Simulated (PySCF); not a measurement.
# Atomic charges against the basis set

Compound: C4H11B.
Structure used (PBE0-D3(BJ)/def2-SVP), in Å, numbered top down from 1:
```xyz
16
C4H11B angstrom
B     -1.1859    1.2934    0.6613
C     -0.2860    0.1755    0.0403
C     -1.3762   -0.5158   -0.8173
C      0.8241    0.6963   -0.8717
C      0.2687   -0.8213    1.0577
H     -1.8139    1.0815    1.6760
H     -1.3537    2.3426    0.0780
H     -0.9228   -1.3649   -1.3586
H     -2.1984   -0.9216   -0.2056
H     -1.8077    0.1598   -1.5737
H      1.5985    1.2279   -0.2959
H      0.4333    1.3970   -1.6257
H      1.3220   -0.1321   -1.4053
H      0.7639   -1.6697    0.5541
H     -0.5275   -1.2279    1.7004
H      1.0148   -0.3477    1.7153
```

PBE0 throughout (PySCF), one geometry, spherical d and f functions. Isolated species at its PBE0-D3(BJ)/def2-SVP geometry, gas phase. Atoms taken as equivalent share a column and are averaged.

Mulliken charges (e):

```json
{"basis": "STO-3G", "functions": "36", "B1": "+0.176", "C2": "-0.070", "C3/C4/C5": "-0.230", "H6/H7": "-0.050", "H8 (×9)": "+0.076"}
{"basis": "6-31G", "functions": "67", "B1": "+0.234", "C2": "-0.167", "C3/C4/C5": "-0.486", "H6/H7": "-0.043", "H8 (×9)": "+0.164"}
{"basis": "6-31G*", "functions": "92", "B1": "+0.109", "C2": "-0.030", "C3/C4/C5": "-0.536", "H6/H7": "-0.017", "H8 (×9)": "+0.174"}
{"basis": "def2-SVP", "functions": "125", "B1": "+0.091", "C2": "-0.360", "C3/C4/C5": "-0.015", "H6/H7": "-0.019", "H8 (×9)": "+0.039"}
{"basis": "6-311+G(2d,p)", "functions": "201", "B1": "+0.072", "C2": "+0.340", "C3/C4/C5": "-0.600", "H6/H7": "+0.002", "H8 (×9)": "+0.154"}
{"basis": "def2-TZVP", "functions": "221", "B1": "-0.045", "C2": "+0.017", "C3/C4/C5": "-0.378", "H6/H7": "+0.019", "H8 (×9)": "+0.125"}
```

IAO charges (e):

```tsv
basis	functions	B1	C2	C3/C4/C5	H6/H7	H8 (×9)
STO-3G	36	+0.088	-0.124	-0.380	+0.001	+0.130
6-31G	67	+0.054	-0.075	-0.420	+0.008	+0.141
6-31G*	92	+0.073	-0.082	-0.399	+0.001	+0.134
def2-SVP	125	+0.068	-0.082	-0.388	+0.002	+0.130
6-311+G(2d,p)	201	+0.061	-0.081	-0.411	+0.005	+0.138
def2-TZVP	221	+0.061	-0.081	-0.411	+0.005	+0.138
```

Some averages cover members that differ in this geometry, most widely: C3/C4/C5, Mulliken in 6-31G -0.524 to -0.467; C3/C4/C5, Mulliken in def2-SVP -0.051 to +0.003; C3/C4/C5, Mulliken in def2-TZVP -0.411 to -0.361; C3/C4/C5, Mulliken in 6-31G* -0.569 to -0.519 e.

Q: Which scheme is steadiest as the basis changes?

A: Largest range over the bases for any column: IAO 0.05 e, Mulliken 0.70 e. IAO charges move least and Mulliken charges most, counted in e. Without the minimal STO-3G basis the ranges are IAO 0.03, Mulliken 0.70 e.

Q: How much do the charges still move between the two largest bases, 6-311+G(2d,p) and def2-TZVP?

A: At most, over all atoms: Mulliken 0.323 e, IAO 0.000 e.

Q: What do the same runs give for the total energy, the frontier levels and the dipole moment?

A: 
```
        basis  energy (Eh)  HOMO (eV)  LUMO (eV)  μ (D)
       STO-3G    -181.4735      -6.70       1.95   0.60
        6-31G    -183.5885      -7.93      -0.78   0.72
       6-31G*    -183.6294      -7.91      -0.76   0.70
     def2-SVP    -183.5013      -8.06      -1.05   0.70
6-311+G(2d,p)    -183.6829      -8.10      -1.21   0.66
    def2-TZVP    -183.6951      -8.09      -1.17   0.68
```

The dipole is fixed by the density alone, so its range of 0.12 D shows that the density itself changes with the basis, not only its division among atoms.
